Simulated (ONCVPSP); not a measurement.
**Transferability test, ONCV potential for Zn**

* Element: zinc (Zn)
* Generator: ONCVPSP 4.0.1
* Type: optimised norm-conserving Vanderbilt (ONCV)
* Functional: PBE
* Relativity: scalar-relativistic
* Frozen core: [Ne]
* Valence charge: 20
* Reference configuration: 3s2 3p6 3d10 (charge +2)
* Partial waves: 3s: rc 1.05 bohr, ncon 5, nbas 8, qcut 10.2 1/bohr, 1 projector; 3p: rc 1.00 bohr, ncon 5, nbas 10, qcut 14.6 1/bohr, 2 projectors, debl 3.1 Ha; 3d: rc 0.75 bohr, ncon 4, nbas 7, qcut 14.3 1/bohr, 2 projectors, debl 2.4 Ha
* Local potential: polynomial inside 0.70 bohr (lpopt 5, dvloc0 6 Ha)
* Core correction: Teter function, fcfact 4.5, rcfact 1

In the p channel the program set the typed energies aside and used -3.833, 0.250 Ha.

Energies are relative to the spin-unpolarised reference configuration 3s2 3p6 3d10; without spin polarisation the order of configurations can differ from experiment.

Give the all-electron excitation energy and the error of the potential for: 3s2 3p6 3d10 4s2; 3s2 3p6 3d10 4s1; 3s2 3p6 3d9; 3s1 3p6 3d10 4s2.

```
valence configuration  charge  ΔE all-electron (eV)  error AE − PS (meV)
     3s2 3p6 3d10 4s2       0               -28.331                 +498
     3s2 3p6 3d10 4s1      +1               -18.443                 +321
          3s2 3p6 3d9      +3                40.534                 +0.6
     3s1 3p6 3d10 4s2      +1               109.716                 +822
```

Levels in the configuration 3s1 3p6 3d10 4s2:

```csv
level,all-electron (eV),pseudo (eV)
3s,-147.595,-147.175
3p,-101.576,-101.108
3d,-27.291,-26.902
4s,-15.983,-16.231
```
